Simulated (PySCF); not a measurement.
## Excited states of Pb⁴⁺ (lead, charge +4)

Ground state [Xe] 4f14 5d10, ¹S. Computed with PySCF 2.14 in aug-cc-pVQZ-PP with ECP60MDF (7s7p5d3f2g, 92 functions), with scalar relativity through the core potential. Vertical excitation energies in eV without spin-orbit coupling; excited terms of each kind are numbered among those the solver found. Frozen: 5s2 5p6.

| term | leading excitation | EOM-EE-CCSD |
| --- | --- | --- |
| 1 3D | 5d → s | 14.790 |
| 1 1D | 5d → s | 15.725 |
| 1 3P° | 5d → p | 26.761 |
| 1 3F° | 5d → p | 27.303 |
| 1 1F° | 5d → p | 27.723 |
| 1 1D° | 5d → p | 28.220 |
| 1 3D° | 5d → p | 28.288 |
| 1 1P° | 5d → p | 28.416 |
| 1 1F | 5d → d | 41.803 |
| 1 3F | 5d → d | 41.807 |
| 2 3D | 5d → s | 42.453 |
| 2 1D | 5d → s | 42.643 |

The spin-orbit splitting of the hole, absent here, rivals or exceeds the spacing of these terms, so the LS terms are model states.

The solver can miss terms.
